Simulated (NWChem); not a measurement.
Molecule: CH4BFS; SMILES CB(F)S

```xyz
8

B     -0.0618     0.4021    -0.1044
F     -1.2549     0.9272    -0.3816
C      1.1798     1.3508    -0.0308
H      1.2862     1.8797    -0.9931
H      2.1322     0.8582     0.2040
H      0.9921     2.1310     0.7264
S     -0.0640    -1.3897     0.1527
H      1.2582    -1.5029     0.3918
```
Atoms are numbered in this order, from 1.

All runs: NWChem. Pople sets run with spherical d functions. Coordinates come from a PBE0/def2-SVP optimisation. Core excitations by TDA in a window of 1s orbitals, non-relativistic and unshifted: absolute energies depend strongly on the exact-exchange share.

### Question
What does the run give for F K edge, PBE/6-311G**? Quantities: first 1s excitation (eV); dipole oscillator strength of the first; first state with f > 0.002 (eV); dipole oscillator strength of that state.

### Answer
```
Property                                   Value
----------------------------------------  ------
first 1s excitation (eV)                   659.0
dipole oscillator strength of the first   0.0102
first state with f > 0.002 (eV)            659.0
dipole oscillator strength of that state  0.0102
```
